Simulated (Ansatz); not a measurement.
Gas-phase electronic energies from Ansatz, PBE0-D4/def2-TZVP geometries. CCSD(T)/CBS is the MP2 limit (def2-TZVPP, def2-QZVPP) plus CCSD(T) − MP2 in def2-TZVPP, frozen cores. This one scheme is used for every species. Functionals use def2-TZVPP. B3LYP here is the variant with VWN-RPA as its local correlation; programs differ in this. Each species was taken in one conformer, which may not be the lowest.

`CB(N)N` + H₂ → `NBN` + CH₄  (hydrogenolysis of a B–C bond)

Problem. Is it downhill or uphill in electronic energy at CCSD(T)/CBS, and by how much? (An estimate is asked.)

Solution. Ansatz gave: Downhill: ΔE = -27.8 kJ/mol.

Problem. What do these levels give: LDA (SPW92), PBE0-D4, CAM-B3LYP-D4, ωB97X-V, r2SCAN, B3LYP, BHLYP, LC-ωPBE, MP2/def2-SVP, MP2/def2-TZVPP, CCSD(T)/def2-TZVPP, SCS-MP2/def2-QZVPP? (Best estimate.)

Solution. Computed: LDA (SPW92) -23.6, PBE0-D4 -29.1, CAM-B3LYP-D4 -33.6, ωB97X-V -30.5, r2SCAN -28.9, B3LYP -40.2, BHLYP -41.2, LC-ωPBE -32.8, MP2/def2-SVP -31.4, MP2/def2-TZVPP -26.1, CCSD(T)/def2-TZVPP -29.5, SCS-MP2/def2-QZVPP -30.6 kJ/mol.

Largest T1 diagnostic among the species: 0.011.

Leaving LDA and LC-ωPBE aside and taking each functional with its dispersion term where it has one, the values, not all of them listed here, spread over 13.0 kJ/mol, from B2PLYP to revPBE-D4. LDA lies +8.9 kJ/mol from PBE without D4. In def2-TZVPP, CCSD(T) changes the Hartree–Fock value by +19.6 kJ/mol (the triples alone add +3.3 kJ/mol) and MP2 by +23.0 kJ/mol. The D4 term adds +8.0 kJ/mol with B3LYP and +4.3 kJ/mol with PBE0; it sums over pairs of atoms, weighted by their polarisabilities, and B3LYP, whose exchange is more repulsive, gets the larger term.
